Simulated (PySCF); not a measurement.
Hf(F)3(OH)(OH2) (F3H3HfO2), SMILES [Hf]([F])(<-[OH2])([OH])([F])[F], multiplicity 1. Atoms are numbered in the order given.

```xyz
9

Hf    -0.1443    -0.0109     0.0000
F      0.3851     0.8306    -1.6741
F     -0.0469    -1.9367     0.0000
F      0.3851     0.8306     1.6741
O     -2.0359     0.3330     0.0000
H     -2.9675     0.5519     0.0000
O      2.2337    -0.0776     0.0000
H      2.6315     0.3347     0.7817
H      2.6315     0.3347    -0.7817
```

Geometry optimised at B3LYP-D3(BJ)/def2-SVP. The spin state was assumed, not searched. The def2 effective core potentials stand for the cores of Hf; spin–orbit coupling is left out. One conformer was computed; it need not be the lowest.

These are PBE/def2-TZVP (PySCF) values and carry that method's errors.

Gas-phase values at a fixed geometry.

```
Item                                                                                                              Result
---------------------------------------------------------------------------------------------  -------------------------
total energy                                                                                          -499.94482 hartree
point group                                                                                                           Cs
highest occupied level                                                                                          -7.62 eV
lowest empty level                                                                                              -1.22 eV
orbital gap                                                                                                      6.40 eV
dipole moment                                                                                                  0.517 e·Å
quadrupole, principal values (traceless, Buckingham form, about the centre of nuclear charge)  -12.28, -10.71, 22.99 D·Å
mean static polarisability                                                                          46.4 bohr³ (6.87 Å³)
polarisability, principal values                                                                  41.9, 43.2, 54.0 bohr³
```
